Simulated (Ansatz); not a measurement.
`FC(F)=NP` + `O[AsH2]` → `PO[AsH2]` + `N=C(F)F` at 600 K and 1 bar (ligand exchange at a P–N bond).

Computed with Ansatz on PBE0-D4/def2-TZVP structures; ΔE is electronic, products minus reactants. CCSD(T)/CBS is the MP2 limit (def2-TZVPP, def2-QZVPP) plus CCSD(T) − MP2 in def2-TZVPP, frozen cores. For As outer-core shells are correlated without core-valence functions, which leaves a few kJ/mol of doubt a bond. Scalar relativity is left out up to krypton. Each species was taken in one conformer, which may not be the lowest.

| species | CCSD(T)/CBS energy (Eh) | H − E (kJ/mol) | S (J/(mol·K)) |
| --- | --- | --- | --- |
| `FC(F)=NP` | -634.44314 | 136.4 | 383.1 |
| `O[AsH2]` | -2311.97217 | 108.4 | 309.7 |
| `PO[AsH2]` | -2653.50583 | 144.2 | 395.6 |
| `N=C(F)F` | -292.91376 | 100.3 | 311.4 |

H − E and S are ideal-gas, rigid-rotor, harmonic terms from PBE0-D4/def2-TZVP, for one conformer and one mirror image of each species. 1 Eh = 2625.50 kJ/mol, R = 8.31446 J/(mol·K).

Question: By hand: ΔE, ΔH, ΔS and ΔG.

Answer: ΔE = (-2653.50583) + (-292.91376) − (-634.44314) − (-2311.97217) = -0.00428 Eh = -11.2 kJ/mol. Δ(H − E) = 144.2 + 100.3 − 136.4 − 108.4 = -0.3, so ΔH = -11.5 kJ/mol. ΔS = 395.6 + 311.4 − 383.1 − 309.7 = 14.2 J/(mol·K). ΔG = -11.5 − 600 × (14.2)/1000 = -20.0 kJ/mol.

Question: By hand: the equilibrium constant, and the temperature at which ΔG would vanish if ΔH and ΔS stayed fixed.

Answer: log₁₀ K = −ΔG/(RT ln 10) = 1.7. ΔH and −TΔS have one sign here, so there is no such temperature.

TΔS isn't small against ΔH here. A doubt of 5 kJ/mol in ΔE shifts log₁₀ K by 0.4 here. Other conformers and mirror images would add mixing entropy, several J/(mol·K) or more a flexible species. Modes under 60 cm⁻¹, often nearly free rotors, make the harmonic entropy too high. These are equilibria of isolated gas molecules and say nothing of rates. Largest T1 diagnostic: 0.014 (customary marks: 0.02 for closed shells, 0.045 for open ones).
